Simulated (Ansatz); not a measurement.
Gas-phase electronic energies from Ansatz, PBE0-D4/def2-TZVP geometries. CCSD(T)/CBS adds triple-zeta CCSD(T) − MP2 to the extrapolated MP2 energy (def2 sets, frozen cores). DFT in def2-TZVPP. Each species was taken in one conformer, which may not be the lowest.

`CC[SiH2]P` + `CSCN` → `CNCSC` + `C[SiH2]P`  (substitution at a C–C bond)

`CC[SiH2]P`:

Z-matrix (Å, degrees):
```
C
C 1 1.526
H 1 1.093 2 111.5
H 1 1.093 2 111.5 3 -119.9
H 1 1.093 2 111.5 3 120.1
Si 2 1.877 1 113.8 3 -178.1
H 2 1.095 1 110.5 3 60.2
H 2 1.096 1 110.4 3 -56.9
P 6 2.260 2 109.4 1 -60.3
H 6 1.491 2 109.9 1 63.1
H 6 1.489 2 110.5 1 -177.5
H 9 1.420 6 93.8 2 173.0
H 9 1.421 6 94.3 2 79.3
```

`CSCN`:

Cartesian coordinates in Å:
```
C -0.454 -1.159 1.092
S -0.028 -1.252 -0.651
C -0.117 0.519 -1.088
N 0.851 1.407 -0.512
H 0.283 -0.586 1.658
H -1.448 -0.727 1.233
H -0.460 -2.178 1.477
H -1.120 0.878 -0.847
H -0.020 0.525 -2.176
H 0.722 1.500 0.487
H 1.792 1.072 -0.673
```

`CNCSC`:

Cartesian coordinates in Å:
```
C 1.184 0.815 1.742
N 1.326 -0.321 0.855
C 0.176 -0.640 0.081
S -0.307 0.665 -1.130
C -1.690 -0.192 -1.890
H 2.102 0.939 2.319
H 0.372 0.619 2.448
H 0.960 1.761 1.231
H 2.140 -0.223 0.264
H 0.354 -1.557 -0.486
H -0.676 -0.805 0.748
H -2.090 0.458 -2.669
H -2.480 -0.390 -1.163
H -1.371 -1.131 -2.349
```

`C[SiH2]P`:

```xyz
10

C    -0.349    1.481   -0.111
Si    0.154   -0.255   -0.595
P    -0.423   -1.687    1.053
H    -0.122    2.186   -0.914
H     0.185    1.805    0.786
H    -1.421    1.530    0.095
H     1.611   -0.302   -0.899
H    -0.583   -0.689   -1.814
H     0.302   -2.775    0.498
H     0.647   -1.295    1.902
```

```
         level  ΔE (eV)
     r2SCAN-D4     0.22
       PBE0-D4     0.24
        B2PLYP     0.22
 HF/def2-TZVPP     0.18
MP2/def2-TZVPP     0.25
 HF/def2-QZVPP     0.17
MP2/def2-QZVPP     0.25
CCSD/CBS(def2)     0.24
```

(1) What does CCSD(T)/CBS give? (Best estimate.)

Largest T1 diagnostic among the species: 0.012.

## Answers

(1) Computed: +0.24 eV. The listed levels differ from it by -0.02, 0.00, -0.02, -0.06, 0.01, -0.07, 0.01, 0.00 eV.

In def2-TZVPP, CCSD(T) changes the Hartree–Fock value by +0.06 eV (the triples alone add +0.00 eV) and MP2 by +0.07 eV.
